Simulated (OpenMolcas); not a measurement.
Mo II.

```yaml
Program: OpenMolcas 26.06
Method: CASSCF
Basis: ANO-RCC-VQZP [8s7p5d3f2g1h]
Scalar_Hamiltonian: DKH2, point nucleus
Active_space: 5 electrons in 5 orbitals (4d)
State_averaging: 2S+1 = 6 even, 1 root; 2S+1 = 4 even, 24 roots; 2S+1 = 2 even, 75 roots (67 in the spin-orbit step)
Spin-orbit_coupling: RASSI with atomic mean-field integrals over the reference wave functions, term energies averaged over their components
```

Levels without dynamic correlation, in cm⁻¹ above 4d⁵ ⁶S_5/2:

```csv
Level,E
4d⁵ ²I_11/2,29594
4d⁵ ⁴G_5/2,20713
4d⁵ ⁴D_7/2,25622
```

On this reference, MS-CASPT2, IPEA 0.25 Eh, imaginary shift 0.1 Eh (closed shells correlated: 4s 4p) puts 4d⁵ ²I_11/2 at 24230 cm⁻¹.

Estimate the other levels at that method by one scale factor, and say how well it serves.

The factor is 24230 / 29594 = 0.819. Scaled values beside those that MS-CASPT2 gives and measured ones (NIST Handbook of Basic Atomic Spectroscopic Data):
| Level | Scaled | MS-CASPT2 | Miss (%) | Measured |
| --- | --- | --- | --- | --- |
| 4d⁵ ⁴G_5/2 | 16964 | 16240 | +4.5 | 15199 |
| 4d⁵ ⁴D_7/2 | 20984 | 19000 | +10.4 |  |
For these levels the scaled values miss MS-CASPT2 by up to 10.4 %, as correlation changes each term by its own factor, spin-orbit parts do not scale and CASPT2 has its own spread within terms. This holds within one configuration; levels of others move differently, and the target method has errors of its own against measurement.

CASPT2 breaks the degeneracy within a term, and the mean is taken; among the terms shown or strongly mixed into the levels shown the widest spread is 1400 cm-1 (4d⁵ ²I, MS-CASPT2). Some high roots are left out of the spin-orbit mixing, which shifts the levels that they would mix with. Configurations with an s electron lie low at this charge and mix in, so terms can be misplaced. Without dynamic correlation excited terms often stand tens of per cent too high (terms of higher spin than the ground term too low), and those without a measured partner can miss by more than the paired ones (holds for CASSCF). Computed and measured levels are paired by configuration, term and J; levels that our copy of the source lacks, or whose pairing is in doubt (as where it misses far off the trend of its configuration), stay unpaired and out of the deviations. Levels of configurations outside the active space are missing.
